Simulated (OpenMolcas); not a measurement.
## V: CASPT2 settings compared

```
Program             : OpenMolcas 26.06
Basis               : ANO-L-VQZP [7s6p4d3f2g]
Scalar Hamiltonian  : non-relativistic, point nucleus
Active space        : 5 electrons in 6 orbitals (3d 4s)
State averaging     : 2S+1 = 4 even, 50 roots; 2S+1 = 6 even, 5 roots kept (CI in the orbitals of an earlier block); 2S+1 = 2 even, 80 roots kept (CI in the orbitals of an earlier block)
Spin-orbit coupling : RASSI with atomic mean-field integrals over the reference wave functions, term energies averaged over their components
```

Methods on the same reference wave functions:
A. CASSCF
B. SS-CASPT2, IPEA 0.5 Eh, sigma2 regulariser 0.5 Eh (closed shells correlated: 3s 3p)
C. SS-CASPT2, IPEA 0.2 Eh, sigma1 regulariser 0.4 Eh (closed shells correlated: 3s 3p)
D. MS-CASPT2, IPEA 0.2 Eh, sigma1 regulariser 0.4 Eh (closed shells correlated: 3s 3p)
E. MS-CASPT2, IPEA 0.5 Eh, sigma2 regulariser 0.5 Eh (closed shells correlated: 3s 3p)

Energies in cm-1 above 3d3 4s2 4F 3/2, the measured ground level; measured values from NIST Handbook of Basic Atomic Spectroscopic Data.

| Level | A | B | C | D | E | Measured |
| --- | --- | --- | --- | --- | --- | --- |
| 3d4 4s 6D 1/2 | -9794 | 1219 | 1256 | 1568 | 1498 | 2112 |
| 3d4 4s 6D 3/2 | -9748 | 1266 | 1303 | 1614 | 1544 | 2153 |
| 3d4 4s 6D 5/2 | -9673 | 1342 | 1380 | 1690 | 1619 | 2220 |
| 3d4 4s 6D 7/2 | -9570 | 1447 | 1486 | 1794 | 1723 | 2311 |
| 3d4 4s 6D 9/2 | -9439 | 1579 | 1617 | 1925 | 1854 | 2425 |
| 3d4 4s 4D 1/2(1) | -154 | 7300 | 6220 | 6530 | 7580 |  |
| 3d4 4s 4D 3/2(1) | -85.4 | 7370 | 6290 | 6600 | 7650 |  |
| 3d3 4s2 4F 3/2 | 0.0 | 0.0 | 0.0 | 0.0 | 0.0 | 0.0 |
| 3d4 4s 4D 5/2(1) | 26.3 | 7490 | 6400 | 6710 | 7760 |  |
| 3d3 4s2 4F 5/2 | 123 | 122 | 123 | 125 | 125 | 137 |
| 3d4 4s 4D 7/2(1) | 179 | 7640 | 6560 | 6870 | 7920 |  |
| 3d3 4s2 4F 7/2 | 292 | 291 | 291 | 298 | 297 | 323 |
| 3d3 4s2 4F 9/2 | 503 | 503 | 503 | 515 | 515 | 553 |
| 3d4 4s 4H 7/2 | 7474 | 15830 | 15110 | 15420 | 16110 |  |
| 3d4 4s 4H 9/2 | 7520 | 15870 | 15160 | 15470 | 16150 |  |
| 3d4 4s 4H 11/2 | 7576 | 15930 | 15220 | 15520 | 16210 |  |
| 3d4 4s 4H 13/2 | 7643 | 16000 | 15290 | 15590 | 16280 |  |
| 3d4 4s 4F 3/2 | 9998 | 16590 | 15430 | 16050 | 17130 |  |
| 3d4 4s 4F 5/2 | 10017 | 16610 | 15450 | 16070 | 17160 |  |
| 3d4 4s 4F 7/2 | 10049 | 16640 | 15490 | 16090 | 17190 |  |
| 3d4 4s 4F 9/2 | 10096 | 16690 | 15530 | 16140 | 17230 |  |
| 3d4 4s 4G 5/2 | 11527 | 18540 | 17720 | 18030 | 18820 |  |
| 3d4 4s 4G 7/2 | 11590 | 18600 | 17780 | 18100 | 18880 |  |
| 3d4 4s 4G 9/2 | 11657 | 18670 | 17860 | 18170 | 18950 |  |

A puts 3d4 4s 6D 1/2 lowest.

Deviations, from unrounded energies. A percentage is the sum of absolute deviations over the sum of measured energies, with the sign that they share, or ± where signs differ.

```tsv
Against measurement	Levels	A	B	C	D	E
mean absolute deviation (cm-1)	8	7400	560	530	340	380
fine structure of the ground term (%)	3	-9.3	-9.6	-9.6	-7.5	-7.6
other configurations (%)	5	-529.7	-38.9	-37.2	-23.5	-26.6
```

D lies closest to measurement on these levels and A furthest from it. The largest miss of D in the table is 3d4 4s 6D 1/2, by -540 cm-1. The ranking rests on the paired levels alone, and a cruder setting can come out closer through cancelling errors.

Among B to E the level of the table that moves most is 3d4 4s 4F 5/2, by 1700 cm-1 (lowest in C, highest in E). Moves below CASPT2's spread within the term are not significant.

The mean deviations of B to E differ by less than CASPT2's widest spread within a term (2300 cm-1), so their order carries little weight.

The lowest spin-free term lies below A's lowest term by 0.410 hartree in B, 0.428 hartree in C, 0.429 hartree in D, 0.412 hartree in E.

CASPT2 breaks the degeneracy within a term, and the mean is taken; among the terms shown or strongly mixed into the levels shown the widest spread is 2300 cm-1 (3d3 4s2 4F, D). Terms from blocks run as CI alone lack orbitals of their own. Configurations are named by rounded mean occupations; where the s occupation lies near a half they are strongly mixed, a name can repeat and a true partner stay unpaired. A single d shell beside an s shell can misplace configurations of different d count against each other. Without dynamic correlation excited terms often stand tens of per cent too high (terms of higher spin than the ground term too low), and those without a measured partner can miss by more than the paired ones (holds for A). The lowest computed level is not the ground level that NIST lists (4F3/2) (holds for A). The CASPT2 spread within a term exceeds the gap to the next term for 3d3 4s2 4F and 3d4 4s 6D, so the order of their levels is uncertain, and so are names and mixing where such terms share a J (holds for C; D; E). Blocks of more than 70 roots (2S+1 = 2 even) ran without multistate coupling (holds for D; E). Measured partners are found by configuration, term and J. A level has none where our copy of the source lacks it or the pairing is in doubt (some pairs that miss far off the trend of their configuration count as doubtful), and it then counts in no deviation. Levels of configurations outside the active space are missing. The table leaves out levels that lie high or whose names do not pair safely across all columns.

A number in round brackets counts repeated terms of one configuration in the order of the reference energies.
